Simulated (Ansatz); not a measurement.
`[CH3][GeH]([F])[F]` and `[CH3][GeH]([F])[GeH3]` differ in one atom or group.

Ansatz, PBE0-D4/def2-TZVP geometries, multiplicity 1. 

Scalar relativity is left out up to krypton.

| property | `[CH3][GeH]([F])[F]` |
| --- | --- |
| HOMO–LUMO gap (ωB97M-V/def2-TZVPP) / eV | 14.05 |
| HOMO energy (B3LYP/def2-TZVPP) / eV | -9.23 |
| LUMO energy (PBE/def2-TZVPP) / eV | -0.29 |
| HOMO–LUMO gap (B3LYP/def2-TZVPP) / eV | 9.57 |
| size of the dipole moment (B3LYP/def2-TZVPP) / D | 3.18 |
| LUMO energy (B3LYP/def2-TZVPP) / eV | 0.33 |

Give the same properties after the change, and the shifts. (Estimate.)

Computed: 
```tsv
property	`[CH3][GeH]([F])[GeH3]`	shift
HOMO–LUMO gap (ωB97M-V/def2-TZVPP) / eV	11.81	-2.24
HOMO energy (B3LYP/def2-TZVPP) / eV	-7.84	1.39
LUMO energy (PBE/def2-TZVPP) / eV	-0.96	-0.67
HOMO–LUMO gap (B3LYP/def2-TZVPP) / eV	7.51	-2.06
size of the dipole moment (B3LYP/def2-TZVPP) / D	2.32	-0.86
LUMO energy (B3LYP/def2-TZVPP) / eV	-0.33	-0.66
```

With PBE0 the HOMO rises by 1.40 eV and the LUMO falls by 0.77 eV, so the gap narrows by about 2.17 eV. PBE moves the HOMO by 1.09 eV and ωB97M-V by 1.61 eV. Dipoles are sizes alone; their direction can turn.

B3LYP here is the variant with VWN-RPA as its local correlation; programs differ in this.
